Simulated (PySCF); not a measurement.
Cl₂H₂O₂Zr, SMILES [Cl][Zr]([OH])([OH])[Cl], multiplicity 1.

The structure is a stationary point at B3LYP-D3(BJ)/def2-SVP. The multiplicity is an assumed one; no other spin state was optimised. The structure was generated by enumeration; whether it is a known compound was not checked. The def2 effective core potentials stand for the cores of Zr; spin–orbit coupling is left out. The values are those of a single conformer.

All values below come from PySCF with PBE/def2-TZVP.

Gas-phase values at a fixed geometry.

```yaml
total_energy: -1118.98931 hartree
point_group: C2v
highest_occupied_level: -7.52 eV
lowest_empty_level: -2.19 eV
orbital_gap: 5.33 eV
dipole_moment: 3.89 D
quadrupole, principal values (traceless, Buckingham form, about the centre of nuclear charge): -13.33, 3.87, 9.46 D·Å
mean_static_polarisability: 74.0 bohr³ (10.96 Å³)
polarisability_principal_values: 66.9, 73.2, 81.9 bohr³
```
